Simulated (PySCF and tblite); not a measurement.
The numbers below are computed, except where a source is named.
Molecule: C₃H₇B, numbered as in [BH:1]1[CH2:2][CH2:3][CH2:4]1; H named by carrier, a and b as here (ring torsion -23°, Å):

```
B1       1.209    0.044   -0.050
C2       0.151   -1.117   -0.107
C3      -0.874    0.035   -0.244
C4       0.088    1.044    0.425
H1       2.258    0.197   -0.536
H2a     -0.030   -1.653    0.822
H2b      0.171   -1.853   -0.911
H3a     -1.057    0.286   -1.287
H3b     -1.831   -0.118    0.254
H4a      0.061    2.069    0.056
H4b     -0.107    1.078    1.494
```

The ring torsion 1–2–3–4 is restrained (values as reached) and the rest relaxed at GFN2-xTB. Energies: PBE0/pcSseg-2 + D3(BJ). Couplings: B3LYP/6-31G* with H pcJ-1, gas phase, for ¹H. (tblite 0.8, PySCF 2.14.)

One held structure gave ³J(H2b,H3a) = 9.0, ³J(H2a,H3b) = 15.4, ³J(H3b,H4a) = 2.6, ³J(H3a,H4b) = 8.3, ³J(H3a,H4a) = 9.0, ³J(H3b,H4b) = 15.4, ³J(H2b,H3b) = 2.6, ³J(H2a,H3a) = 8.3 Hz.

Task: At which ring torsion was it held?
A. 8°
B. 38°
C. 16°
D. 23°
E. -8°
F. -23°
G. -16°
H. -38°
I. 0°
J. -31°
K. 31°

Result: G. It lies 0.44 kcal/mol above the lowest point.

GFN2-xTB flattens four-membered rings, so the relaxed shapes are rough.
